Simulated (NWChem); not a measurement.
Molecule: C2HBF2; SMILES C#CB(F)F

```xyz
6

B     -0.0002     0.4791     0.0000
C     -0.0002    -1.0478     0.0000
C      0.0006    -2.2629     0.0000
H      0.0021    -3.3390     0.0000
F     -0.0001     1.1597    -1.1263
F     -0.0001     1.1597     1.1263
```
Atoms are numbered in this order, from 1.

Computed with NWChem. Pople sets run with spherical d functions. Coordinates come from a PBE0/def2-SVP optimisation. GIAO values for the isolated, static molecule; σ is the absolute isotropic shielding, δ = σ(reference) − σ with the isolated reference molecule computed at the same levels (11B: boron trifluoride, 13C: tetramethylsilane, 19F: trichlorofluoromethane, 1H: tetramethylsilane).

For level Hartree-Fock/6-31G*:

| Quantity | Value |
|---|---|
| δ B1 (ppm) | 7.4 |
| δ C2 (ppm) | 70.1 |
| δ C3 (ppm) | 93.9 |
| δ H4 (ppm) | 3.01 |
| δ F5 (ppm) | -40.0 |

Question: How do the values read with level BHandHLYP/pcSseg-1 instead?

Answer: δ B1 (ppm): 5.0
δ C2 (ppm): 79.9
δ C3 (ppm): 101.9
δ H4 (ppm): 2.64
δ F5 (ppm): -57.0
